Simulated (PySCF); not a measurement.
## Worked example: dipole moment from atomic charges

Mg(OH)(GeH3) (GeH₄MgO), SMILES [OH][Mg][GeH3]. Atoms are numbered in the order given.

```xyz
7

Mg     0.0000     0.0000    -1.3377
O      0.0000     0.0000    -3.0962
H      0.0000     0.0000    -4.0429
Ge     0.0000     0.0000     1.2295
H      1.2292     0.7097     1.8404
H     -1.2292     0.7097     1.8404
H      0.0000    -1.4194     1.8404
```
Charge 0, spin multiplicity 1.

Geometry optimised at PBE0-D3(BJ)/def2-TZVP. Other conformers were not sampled.

Charges (e) from PBE/def2-TZVPD in PySCF:

| atom | ESP fit | IAO |
|---|---|---|
| Mg1 | 1.001 | 1.442 |
| O2 | -1.112 | -1.254 |
| H3 | 0.484 | 0.370 |
| Ge4 | -0.521 | -0.403 |
| H5 | 0.050 | -0.052 |
| H6 | 0.050 | -0.052 |
| H7 | 0.048 | -0.052 |

The dipole moment of the full density is 0.84 D.

Q: What dipole moment does each set of point charges give, and which comes closer to that of the density?

A: 
μ = Σ q r, and 1 e Å = 4.8032 D.
ESP fit: Σ q r = (0.000, 0.003, -0.221) e Å, |μ| = 1.06 D.
IAO: Σ q r = (0.000, 0.000, -0.325) e Å, |μ| = 1.56 D.
ESP fit comes closer in size. Point charges leave out the atoms' own dipoles (lone pairs, polarised bonds); fits to the potential absorb them, partitions of the density don't.
